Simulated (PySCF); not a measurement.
Precursor series Hf Cl-F. Gas-phase values, no solvent.

The HOMO–LUMO gap from two functionals at the same geometries (r2SCAN-D4/def2-SVP), both in PySCF: PBE-D3(BJ)/def2-TZVP and TPSSh-D3(BJ)/def2-TZVP. 

| species | PBE-D3(BJ)/def2-TZVP (eV) | TPSSh-D3(BJ)/def2-TZVP (eV) |
|---|---|---|
| 0 of 4 Cl replaced by F ([Hf(Cl)4]) | 5.29 | 6.34 |
| 2 of 4 Cl replaced by F ([Hf(Cl)2(F)2]) | 5.84 | 6.94 |
| 3 of 4 Cl replaced by F ([Hf(Cl)(F)3]) | 6.45 | 7.59 |
| 4 of 4 Cl replaced by F | 8.45 | 9.89 |

Over these rows, drawn at random from the members with no instability flagged (it was tested for open shells, ions and some series alone), PBE minus TPSSh-D3(BJ): mean -1.18 eV, from -1.44 eV to -1.05 eV.
